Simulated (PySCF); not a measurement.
# `[C@@H]1([C@@H](C=O)F)O[C@H]1F`, C4H4F2O2

Geometry:
```csv
atom,x (Å),y (Å),z (Å)
O1,-1.060,-1.240,-1.378
C2,-1.510,-0.339,-0.737
C3,-0.673,0.786,-0.146
F4,-1.481,1.583,0.624
C5,0.481,0.267,0.699
O6,1.782,0.692,0.375
C7,1.499,-0.627,0.146
F8,2.082,-1.514,0.980
H9,-2.586,-0.231,-0.519
H10,-0.282,1.414,-0.960
H11,0.263,0.210,1.762
H12,1.485,-1.001,-0.871
```

Theory: TDDFT PBE0/def2-SVPD circular dichroism and optical rotation, one conformer, gas phase (PySCF). Geometry: GFN2-xTB.

The molecule is flexible and this is one conformer; a measurement averages over conformers. States above about 8.4 eV lie in this functional's continuum (it starts at minus the energy of the highest occupied orbital, well below the true ionisation energy for most functionals) and depend on the basis.

Task: Draw the ECD and absorption spectra from the lowest 16 states, each a Gaussian of half-width 0.2 eV at 1/e height.

Result: 
| E (eV) | λ (nm) | Δε (L mol⁻¹ cm⁻¹) | ε (L mol⁻¹ cm⁻¹) |
| --- | --- | --- | --- |
| 3.69 | 336 | 0.00 | 0 |
| 3.79 | 327 | +0.04 | 0.356 |
| 3.89 | 319 | +0.21 | 2.05 |
| 3.99 | 311 | +0.75 | 7.15 |
| 4.09 | 303 | +1.58 | 15.1 |
| 4.19 | 296 | +2.03 | 19.4 |
| 4.29 | 289 | +1.58 | 15.1 |
| 4.39 | 282 | +0.75 | 7.15 |
| 4.49 | 276 | +0.21 | 2.05 |
| 4.59 | 270 | +0.04 | 0.356 |
| 4.69 | 264 | 0.00 | 0 |
| 4.79 | 259 | 0.00 | 0 |
| 4.89 | 253 | 0.00 | 0 |
| 4.99 | 248 | 0.00 | 0 |
| 5.09 | 243 | 0.00 | 0 |
| 5.19 | 239 | 0.00 | 0 |
| 5.29 | 234 | 0.00 | 0 |
| 5.39 | 230 | 0.00 | 0 |
| 5.49 | 226 | 0.00 | 0 |
| 5.59 | 222 | 0.00 | 0.629 |
| 5.69 | 218 | +0.02 | 6.75 |
| 5.79 | 214 | +0.10 | 44 |
| 5.89 | 210 | +0.41 | 174 |
| 5.99 | 207 | +0.98 | 418 |
| 6.09 | 204 | +1.52 | 617 |
| 6.19 | 200 | +1.88 | 597 |
| 6.29 | 197 | +3.05 | 521 |
| 6.39 | 194 | +5.69 | 631 |
| 6.49 | 191 | +7.65 | 767 |
| 6.59 | 188 | +6.43 | 634 |
| 6.69 | 185 | +3.29 | 324 |
| 6.79 | 183 | +1.02 | 101 |
| 6.89 | 180 | +0.19 | 18.9 |
| 6.99 | 177 | +0.02 | 2.16 |
| 7.09 | 175 | 0.00 | 0.153 |
| 7.19 | 172 | 0.00 | 0.104 |
| 7.29 | 170 | -0.01 | 1.91 |
| 7.39 | 168 | -0.16 | 22.8 |
| 7.49 | 165 | -1.17 | 168 |
| 7.59 | 163 | -5.29 | 769 |
| 7.69 | 161 | -14.83 | 2180 |
| 7.79 | 159 | -25.77 | 3850 |
| 7.89 | 157 | -27.54 | 4270 |
| 7.99 | 155 | -16.98 | 3090 |
| 8.09 | 153 | -2.76 | 1840 |
| 8.19 | 151 | +6.84 | 1830 |
| 8.29 | 150 | +9.21 | 2650 |
| 8.39 | 148 | +6.97 | 3000 |
| 8.49 | 146 | +6.04 | 2510 |
| 8.59 | 144 | +9.70 | 2410 |
| 8.69 | 143 | +17.04 | 3480 |
| 8.79 | 141 | +25.15 | 4860 |
| 8.89 | 139 | +29.64 | 5470 |
| 8.99 | 138 | +28.23 | 5320 |

Δε uses R in velocity form, ε uses f in length form. Only the states computed contribute, so the short-wavelength end is incomplete.

The sign of the CD band at 148 nm isn't settled: the length form gives the opposite one.
